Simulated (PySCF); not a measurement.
Species: C8H10.
Structure used (PBE0-D3(BJ)/def2-SVP), in Å, numbered top down from 1:
```
atom  x, y, z in Å
C1     1.589    0.056   -1.298
C2     0.206   -0.295   -0.793
C3     0.101   -1.132    0.519
C4     0.600   -0.086    1.521
C5     0.148    1.100    1.105
C6    -0.655    0.849   -0.176
C7    -1.879    0.017    0.218
C8    -1.427   -1.170    0.634
H9     2.195    0.559   -0.531
H10    2.123   -0.852   -1.619
H11    1.520    0.722   -2.173
H12   -0.359   -0.793   -1.597
H13    0.612   -2.104    0.541
H14    1.169   -0.308    2.425
H15    0.262    2.070    1.591
H16   -0.850    1.729   -0.804
H17   -2.909    0.374    0.196
H18   -2.001   -2.007    1.032
```

Level: PBE0/def2-SVPD in PySCF, non-relativistic, on one gas-phase PBE0-D3(BJ)/def2-SVP geometry that isn't relaxed in the solvent. The solvent is an IEF-PCM continuum (van der Waals radii × 1.2), and excitations are vertical TDDFT with non-equilibrium linear response and a frozen core. The model holds no explicit solvent molecules, cavitation or dispersion.

Gas-phase singlets (H = HOMO, L = LUMO):

| state | E (eV) | λ (nm) | f | leading configuration |
| --- | --- | --- | --- | --- |
| S1 | 4.951 | 250 | 0.000 | H→L 98% |
| S2 | 5.705 | 217 | 0.011 | H-1→L 80% |
| S3 | 6.287 | 197 | 0.018 | H→L+1 95% |
| S4 | 6.850 | 181 | 0.120 | H→L+2 68% |
| S5 | 6.912 | 179 | 0.021 | H→L+3 44% |

Task: What are the lowest 5 singlets in chloroform (ε = 4.711)?

Result: 
| state | E (eV) | λ (nm) | f | leading configuration | change by rank (eV) |
| --- | --- | --- | --- | --- | --- |
| S1 | 4.935 | 251 | 0.000 | H→L 98% | -0.016 |
| S2 | 5.698 | 218 | 0.020 | H-1→L 82% | -0.007 |
| S3 | 6.366 | 195 | 0.027 | H→L+1 95% | +0.079 |
| S4 | 6.800 | 182 | 0.185 | H→L+2 74% | -0.050 |
| S5 | 6.955 | 178 | 0.022 | H→L+3 43% | +0.043 |

Task: How does the list change in acetonitrile (ε = 35.69)?

Result: 
```json
{"state": "S1", "E (eV)": "4.947", "λ (nm)": "251", "f": "0.000", "leading configuration": "H→L 98%", "change by rank (eV)": "-0.004"}
{"state": "S2", "E (eV)": "5.701", "λ (nm)": "217", "f": "0.018", "leading configuration": "H-1→L 82%", "change by rank (eV)": "-0.004"}
{"state": "S3", "E (eV)": "6.406", "λ (nm)": "194", "f": "0.028", "leading configuration": "H→L+2 95%", "change by rank (eV)": "+0.119"}
{"state": "S4", "E (eV)": "6.826", "λ (nm)": "182", "f": "0.169", "leading configuration": "H→L+1 72%", "change by rank (eV)": "-0.024"}
{"state": "S5", "E (eV)": "6.979", "λ (nm)": "178", "f": "0.013", "leading configuration": "H→L+3 40%", "change by rank (eV)": "+0.067"}
```

Task: How do the frontier levels move from gas to acetonitrile?

Result: 
| orbital | gas (eV) | solvent (eV) | change (eV) | Löwdin shares, gas | Löwdin shares, solvent |
| --- | --- | --- | --- | --- | --- |
| LUMO+2 | 0.96 | 0.98 | +0.02 | C8 18 %, C7 18 %, C5 15 %, C4 15 % | C1 13 %, H13 7 %, H16 7 %, C5 6 % |
| LUMO+1 | 0.87 | 0.96 | +0.09 | C1 13 %, H16 8 %, H13 8 %, H12 6 % | C7 18 %, C8 18 %, C4 15 %, C5 15 % |
| LUMO | -0.39 | -0.41 | -0.02 | C4 18 %, C5 18 %, C7 16 %, C8 16 % | C4 18 %, C5 18 %, C7 16 %, C8 16 % |
| HOMO | -6.47 | -6.50 | -0.03 | C8 21 %, C7 21 %, C5 21 %, C4 21 % | C5 22 %, C4 22 %, C8 21 %, C7 21 % |
| HOMO-1 | -7.31 | -7.33 | -0.02 | C8 16 %, C7 16 %, C5 16 %, C4 16 % | C8 16 %, C7 16 %, C5 15 %, C4 15 % |
| HOMO-2 | -8.87 | -8.79 | +0.08 | C2 20 %, C3 18 %, C6 18 %, C1 12 % | C2 20 %, C3 18 %, C6 18 %, C1 12 % |
| HOMO-3 | -9.31 | -9.26 | +0.05 | C2 25 %, C1 19 %, H12 17 %, H9 10 % | C2 25 %, C1 19 %, H12 17 %, H9 11 % |

The HOMO–LUMO gap goes from 6.08 to 6.10 eV. Rows go by rank; for LUMO+1 and LUMO+2 the atom shares or the degeneracy differ between the runs, so the row needn't follow one orbital.

On Arm Neoverse V1, one thread, shared host with 32 logical CPUs at a one-minute load of 25, this took 44 s and 1.0 GiB of memory at its peak. This is the whole response run at PBE0/def2-SVPD in acetonitrile, SCF included.
